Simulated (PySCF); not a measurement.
## Exercise with solution: chemical shift, span and skew from a shielding tensor

C₂H₈BClSi, SMILES CB(C)[SiH2]Cl. Atoms are numbered in the order given.

```xyz
13

Si     0.8267    -0.3330    -0.4879
Cl     1.4463     1.5395     0.2062
B     -1.0850    -0.7310     0.0656
C     -1.9666     0.4048     0.6688
C     -1.6338    -2.1807    -0.1523
H      1.8003    -1.3430     0.0346
H      0.9665    -0.3191    -1.9794
H     -1.4087     1.1629     1.2384
H     -2.3571     0.9397    -0.2233
H     -2.8450     0.0578     1.2349
H     -2.7261    -2.2241    -0.2894
H     -1.4274    -2.6923     0.8111
H     -1.1354    -2.7805    -0.9287
```
Charge 0, spin multiplicity 1.

Coordinates come from a PBE0-D3(BJ)/def2-SVP optimisation. The structure was generated by enumeration, and PubChem lists no compound with its InChIKey, so it may never have been made. One conformer was computed; it need not be the lowest.

GIAO shieldings from PBE0/pcSseg-1 (PySCF), non-relativistic, no solvent. The symmetric part of the tensor of C4 has the principal values 130.8, 171.3, 182.6 ppm. The same nucleus in TMS has σ = 186.3 ppm at this level (PySCF, at its B3LYP-D3(BJ)/def2-TZVP geometry). Without spin–orbit terms, shifts of atoms bonded to Cl or Br come out too high.

Question: Work out the isotropic shielding, the ¹³C shift against TMS, the span and the skew.

Answer: 
σ(iso) = (σ11 + σ22 + σ33)/3 = 161.6 ppm. δ = σ(ref) − σ(iso) = 186.3 − (161.6) = 24.7 ppm.
Span Ω = σ33 − σ11 = 51.8 ppm. Skew κ = 3(σ(iso) − σ22)/Ω = -0.56. Tumbling in solution averages the tensor to δ; in a static solid the shielding alone would spread this spin-1/2 line over Ω.
